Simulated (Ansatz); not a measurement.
Dimethylphenylsulfonium tetrafluoroborate (C₈H₁₁BF₄S): single points at one geometry.

```yaml
crystal:
  periodic: [false, false, false]
  atoms:
    - {symbol: C, position_ang: [1.933107, 1.214339, 0.486762]}
    - {symbol: S, position_ang: [1.173598, -0.146692, -0.436682]}
    - {symbol: C, position_ang: [1.486326, 0.406557, -2.146360]}
    - {symbol: C, position_ang: [-0.598992, 0.113769, -0.302112]}
    - {symbol: C, position_ang: [-1.318011, -1.002309, 0.156712]}
    - {symbol: C, position_ang: [-2.712097, -0.891586, 0.264380]}
    - {symbol: C, position_ang: [-3.357978, 0.309754, -0.066210]}
    - {symbol: C, position_ang: [-2.616734, 1.417812, -0.510467]}
    - {symbol: C, position_ang: [-1.223271, 1.326242, -0.633335]}
    - {symbol: H, position_ang: [1.582734, 1.063520, 1.522811]}
    - {symbol: H, position_ang: [3.020667, 1.020652, 0.445856]}
    - {symbol: H, position_ang: [1.654765, 2.194580, 0.058486]}
    - {symbol: H, position_ang: [2.580028, 0.343536, -2.303968]}
    - {symbol: H, position_ang: [0.975961, -0.312531, -2.813522]}
    - {symbol: H, position_ang: [1.122980, 1.434836, -2.330078]}
    - {symbol: H, position_ang: [-0.771456, -1.914306, 0.447380]}
    - {symbol: H, position_ang: [-3.294520, -1.753075, 0.623066]}
    - {symbol: H, position_ang: [-4.451497, 0.388801, 0.028127]}
    - {symbol: H, position_ang: [-3.124286, 2.361362, -0.760341]}
    - {symbol: H, position_ang: [-0.644572, 2.196458, -0.978436]}
    - {symbol: F, position_ang: [1.101990, -2.860134, 0.951393]}
    - {symbol: B, position_ang: [1.740277, -1.993115, 1.871253]}
    - {symbol: F, position_ang: [0.840020, -0.852306, 2.044190]}
    - {symbol: F, position_ang: [1.972010, -2.592099, 3.087365]}
    - {symbol: F, position_ang: [2.928940, -1.474046, 1.293711]}
basis:
  gaussian: {orbitals: def2-SVP}
magnetization: {spin_polarized: true, initial_magnetization: 2}
hamiltonian: {xc: pbe0, dispersion: d4}
scf: {omitted_lower_state_checks: [starts]}
output: {orbitals: {seedname: orbitals}}
```

The file start.molden holds the orbitals of an earlier run on this structure, at another level or in another basis.

```sh
$ ansatz run in.yaml --threads 4 --pin off --events-out ev --progress --plain --max-ram 6963MiB
```

It prints (some lines left out):

```
Functional definition: PBE0
2555 factors; integrals over basis functions are off by at most 1.5e-3 eV
mean field evaluation 1: about -30787.9603 eV, gradient 6.6e1 eV
mean field evaluation 2: about -30615.8626 eV, gradient 1.7e2 eV
mean field evaluation 4: about -30802.9325 eV, gradient 3.5e1 eV
mean field evaluation 8: about -30811.4447 eV, gradient 1.2e0 eV
mean field evaluation 16: about -30812.0743 eV, gradient 7.6e-2 eV
mean field evaluation 32: about -30812.0750 eV, gradient 4.0e-4 eV
mean field -30812.07504619 eV, -1132.3228727730 hartree, gradient 8.0e-6 eV, S^2 2.062762; 0 other end points of the search recorded, 0 dependent functions left out
reference -30812.07508695 eV, -1132.3228742708 hartree; 59, 57 occupied and 196, 198 virtual orbitals, 2555 factors
Total energy: -30812.77830906 eV, -1132.3487172067 hartree
Checks for a lower state left out: starts
```

Run time 34 s (4 threads of Arm Neoverse V1 on a shared host), peak host memory 1.6 GiB.

The first input with `gaussian: {orbitals: def2-SVP, initial_orbitals: start.molden}`, `hamiltonian: {xc: pbe, dispersion: d4}` (abridged; 39 s):

```
Functional definition: PBE
mean field evaluation 16: about -30809.8564 eV, gradient 5.9e-5 eV
mean field -30809.85642185 eV, -1132.2413398322 hartree, gradient 9.9e-6 eV, S^2 2.019387
Total energy: -30810.67368483 eV, -1132.2713736927 hartree
Checks for a lower state left out: starts
```

Geometry: PBE-D4/def2-SVP, that of the neutral singlet.

At PBE-D4/def2-SVP the gap within one spin of the charge 0 triplet nearly closes, so an electron or hole may be smeared out by delocalisation error. At PBE0-D4/def2-SVP a singlet of charge 0 lies 4.05 eV below the triplet at the same geometry.
